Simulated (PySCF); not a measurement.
Compound: C5H14BP.
Numbering: `[CH3:1][C@H:2]1[CH2:3][C@H:4]([BH2-:5][PH3+:6])[CH2:7]1` (hydrogens: H8, H9, H10 on C1; H11 on C2; H12, H13 on C3; H14 on C4; H15, H16 on B5; H17, H18, H19 on P6; H20, H21 on C7)

Computed with PySCF 2.14.0, PBE0-D3(BJ)/def2-SVP geometry optimisation, gas phase.

(1) Give the optimised bond lengths and angles.

Results:

(1) 
```csv
bond,length (bohr)
C1–C2,2.860
"C2–C3, C2–C7",2.917
"C3–C4, C4–C7",2.927
C4–B5,3.041
B5–P6,3.689
"C1–H8, C1–H9, C1–H10",2.083
C2–H11,2.091
"C3–H12, C7–H20",2.085
"C3–H13, C7–H21",2.084
C4–H14,2.084
"B5–H15, B5–H16",2.321
"P6–H17, P6–H18, P6–H19",2.678
```

Bonds in one row agree within 0.02 bohr and their mean is given. A selection of angles:
```csv
angle,degrees
C2–C1–H8,111.5
H8–C1–H9,107.6
C1–C2–C3,119.2
C1–C2–H11,108.5
C3–C2–C7,88.5
C3–C2–H11,110.1
C2–C3–C4,89.3
C2–C3–H12,117.6
C2–C3–H13,110.9
C4–C3–H12,118.0
C4–C3–H13,112.7
H12–C3–H13,107.6
C3–C4–B5,117.6
C3–C4–C7,88.1
C3–C4–H14,113.8
B5–C4–H14,105.8
C4–B5–P6,113.4
C4–B5–H15,115.5
P6–B5–H15,99.1
H15–B5–H16,111.8
B5–P6–H17,120.6
B5–P6–H19,112.7
H17–P6–H18,99.5
```

Dihedral angles: C1–C2–C3–C4 139° (anticlinal); C2–C3–C4–B5 104° (anticlinal); C3–C4–B5–P6 -52° (synclinal); C3–C4–C7–C2 16° (synperiplanar); C1–C2–C7–C4 -139° (anticlinal).

B5 (four-coordinate boron) is distorted tetrahedral (angles from 99.1° to 115.5°). The C–C distances run from 1.513 Å (C1–C2, drawn single) to 1.549 Å (C3–C4, drawn single), a spread of 0.036 Å. Of the pairs four or more bonds apart, P6···H11 is among the closest relative to their van der Waals radii: 2.80 Å, 93 % of the sum of Bondi's values. The 4-membered ring C2–C3–C4–C7 has internal angles of 88.1° to 89.3° (sum 355°, against 360° for a flat polygon); it is puckered, 0.11 Å rms from its mean plane, widest ring torsion 16°. P6 (phosphorus bonded to B and 3 H) is distorted tetrahedral (angles from 99.5° to 120.6°).

Point group: Cs (tolerance 0.08 Å). No PBE0-D3(BJ)/def2-SVP frequencies stand behind this structure, so it isn't proved a minimum. The numbers are those of one conformer.
